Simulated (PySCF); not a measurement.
C₅H₈O₂.
Z-matrix (Å and degrees, GFN2-xTB geometry), rows numbered from 1:
```
C 
C   1  1.3219
O   2  1.3621  1  121.53
C   3  1.3701  2  119.90  1   159.88
C   4  1.3257  3  125.82  2   -21.16
C   4  1.5126  3  109.85  2   160.77
O   6  1.4058  4  112.42  3   -52.89
H   1  1.0728  2  120.74  3   176.25
H   1  1.0750  2  121.41  3    -3.45
H   2  1.0837  1  122.68  3  -176.74
H   5  1.0730  4  120.25  3   179.75
H   5  1.0757  4  122.92  3    -1.40
H   6  1.1026  4  108.40  3    69.26
H   6  1.0903  4  110.23  3  -171.75
H   7  0.9655  6  107.70  4    51.38
```

Computed with PySCF, TDDFT PBE0/def2-SVPD, vertical, gas phase, core orbitals frozen in the response.

Computed states:

```
state  E (eV)       f
   S1    5.93   0.283
   S2    6.43   0.036
   S3    6.61   0.013
   S4    6.71   0.010
   S5    6.99   0.032
   S6    7.14  0.0013
```

Broadening: Gaussians 0.5 eV wide at half height, area fixed by f = 4.319×10⁻⁹ ∫ε dν̃. The cross-section is σ = 3.8235×10⁻²¹ ε cm², given in Mb (10⁻¹⁸ cm²). The width is an assumption, not a result. The curve ends short of the highest state used, and states not computed would add to its high-energy end.

Question: What does the envelope look like, and where are its maxima?

Answer: 
λ (nm), σ (Mb) and a bar:
```
    189.7      12.22 ######
    190.8      12.76 ######
    192.0      13.49 #######
    193.2      14.50 #######
    194.3      15.79 ########
    195.5      17.73 #########
    196.6      20.10 ##########
    197.8      23.40 ############
    198.9      27.09 ##############
    200.1      31.72 ################
    201.2      36.38 ###################
    202.4      41.64 #####################
    203.5      46.34 ########################
    204.7      51.00 ##########################
    205.8      54.53 ############################
    207.0      57.31 #############################
    208.1      58.69 ##############################
    209.3      58.83 ##############################
    210.4      57.72 #############################
    211.6      55.24 ############################
    212.7      51.99 ###########################
    213.9      47.61 ########################
    215.0      43.08 ######################
    216.2      37.84 ###################
    217.3      32.99 #################
    218.5      27.86 ##############
    219.6      23.46 ############
    220.8      19.09 ##########
    221.9      15.56 ########
    223.1      12.24 ######
    224.2       9.67 #####
    225.4       7.36 ####
    226.6       5.52 ###
    227.7       4.18 ##
    228.9       3.04 #
    230.0       2.24 #
    231.2       1.59 #
    232.3       1.14 #
    233.5       0.79 
    234.6       0.56 
    235.8       0.37 
    236.9       0.26 
    238.1       0.17 
    239.2       0.12
```

Maxima: 209 nm (5.94 eV), ε about 15000, made up of S1 (99%) (ε in L mol⁻¹ cm⁻¹; maxima over ε = 5, shares over 10%).

Question: What would ε be at 5.94 eV, the highest of these maxima, with half the width (0.25 eV)?

Answer: About 30500 L mol⁻¹ cm⁻¹ against 15400, a factor of about 1.98; a lone state at its own centre would give exactly 2.

Question: Coming from long wavelengths, where does ε first pass 100 L mol⁻¹ cm⁻¹?

Answer: At about 236 nm (5.26 eV), 0.67 eV below S1.

Question: On this curve, what absorbance would a 10⁻³ mol/L sample give at 222 nm over a 1 cm path?

Answer: 222 nm is 5.585 eV, where ε is about 4000 L mol⁻¹ cm⁻¹, so A = ε c l ≈ 4 (Beer–Lambert, with the gas-phase spectrum and the assumed width).

One conformer stands for the species.
